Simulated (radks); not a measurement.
All-electron atom: Sb in [Kr] 4d9 5s2 5p4 (not the ground configuration).

All-electron calculation, Dirac Kohn-Sham, LDA (Slater exchange, Perdew-Zunger correlation), spin-unpolarised, spherical densities, finite nucleus; open shells fill j = l - 1/2 first; Fermi nuclear charge, rms radius 4.6802 fm. Program: a radial shooting solver on a logarithmic mesh with Libxc functionals.

Energy parts (hartree):
part                        energy
total                  -6476.72808
kinetic                 6832.55598
electron-nucleus      -15720.69824
Hartree                 2576.05715
exchange-correlation    -164.64297

Orbitals (lengths in bohr, moments of r in powers of bohr):
| orbital | occ. | eigenvalue (hartree) | <r^4> | <1/r> |
|---|---|---|---|---|
| 1s1/2 | 2 | -1111.886 | 3.135e-06 | 54.27 |
| 2s1/2 | 2 | -169.4472 | 0.0005404 | 12.61 |
| 2p1/2 | 2 | -158.6351 | 0.0003467 | 12.60 |
| 2p3/2 | 4 | -149.3948 | 0.0004102 | 11.70 |
| 3s1/2 | 2 | -33.43824 | 0.02393 | 4.470 |
| 3p1/2 | 2 | -29.01117 | 0.02303 | 4.383 |
| 3p3/2 | 4 | -27.30585 | 0.02627 | 4.160 |
| 3d3/2 | 4 | -19.45776 | 0.02202 | 4.012 |
| 3d5/2 | 6 | -19.10283 | 0.02294 | 3.955 |
| 4s1/2 | 2 | -5.70483 | 0.7279 | 1.783 |
| 4p1/2 | 2 | -4.19742 | 0.9339 | 1.671 |
| 4p3/2 | 4 | -3.87356 | 1.072 | 1.599 |
| 4d3/2 | 4 | -1.47291 | 2.432 | 1.334 |
| 4d5/2 | 5 | -1.42470 | 2.559 | 1.315 |
| 5s1/2 | 2 | -0.54452 | 41.38 | 0.6152 |
| 5p1/2 | 2 | -0.23869 | 109.8 | 0.4943 |
| 5p3/2 | 2 | -0.21075 | 134.3 | 0.4690 |
| 6s1/2 | 0 | -0.01792 | 8411 | 0.1710 |

The highest occupied level is 5p3/2 at -5.735 eV. Summed over all electrons, <r^2> = 63.21 bohr^2, which gives a Langevin (diamagnetic) susceptibility term of -50.1 x 10^-6 cm^3/mol. The density falls to 0.001 e/bohr^3 at r = 4.65 bohr. The electron density at the nucleus is 2.081e+05 e/bohr^3.
